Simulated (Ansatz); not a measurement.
Relaxation of FH$_{8}$NOSi$_{2}$ (13 atoms, charge 0, multiplicity 1), to a largest force component of 0.03 eV/Å in at most 50 steps.

All numbers below come from RKS PBE/def2-SVP (Ansatz).

```xyz
13
Properties=species:S:1:pos:R:3
Si -0.204 -0.034 -1.478
F 1.181 0.886 -1.449
O -0.956 0.007 0.003
Si -1.376 1.015 1.282
H -1.087 0.634 -2.491
H 0.108 -1.441 -1.860
H 2.119 -0.406 0.041
N 1.893 -1.310 0.466
H -2.776 0.676 1.702
H -0.431 0.772 2.424
H -1.304 2.458 0.865
H 0.918 -1.257 0.791
H 1.913 -1.999 -0.295
```

**Question.** Where does it end, and by what steps?

**Answer.** The forces met the threshold. The force dipped under the threshold on the way, but the program's further checks kept it going. After 21 steps the energy has fallen by 0.068 eV; H11 moved furthest, 0.83 Å.

```tsv
step	energy less start (eV)	largest force component (eV/Å)	accepted
0	0.0000	0.446	yes
1	-0.0445	0.346	yes
2	0.1741	2.869	no
3	-0.0526	0.102	yes
4	-0.0537	0.078	yes
5	-0.0543	0.045	yes
6	-0.0548	0.033	yes
7	-0.0570	0.013	yes
8	-0.0556	0.198	no
9	-0.0591	0.056	yes
10	-0.0604	0.079	yes
11	-0.0615	0.086	yes
12	-0.0622	0.087	yes
13	-0.0634	0.056	yes
14	-0.0643	0.027	yes
15	-0.0651	0.060	yes
16	-0.0656	0.080	yes
17	-0.0662	0.051	yes
18	-0.0670	0.026	yes
19	-0.0672	0.051	yes
20	-0.0674	0.043	yes
21	-0.0676	0.017	yes
```

```xyz
13
Properties=species:S:1:pos:R:3
Si -0.181 0.142 -1.438
F 1.329 0.783 -1.453
O -0.764 0.099 0.116
Si -1.526 1.095 1.245
H -1.031 1.051 -2.273
H -0.116 -1.250 -1.972
H 2.409 -0.764 0.010
N 2.090 -1.633 0.460
H -2.649 0.319 1.870
H -0.534 1.497 2.299
H -2.070 2.324 0.564
H 1.185 -1.394 0.888
H 1.860 -2.268 -0.317
```

The run took 29 s on 2 threads of Intel(R) Xeon(R) 6975P-C (Granite Rapids) (shared host), peak memory 0.18 GiB.
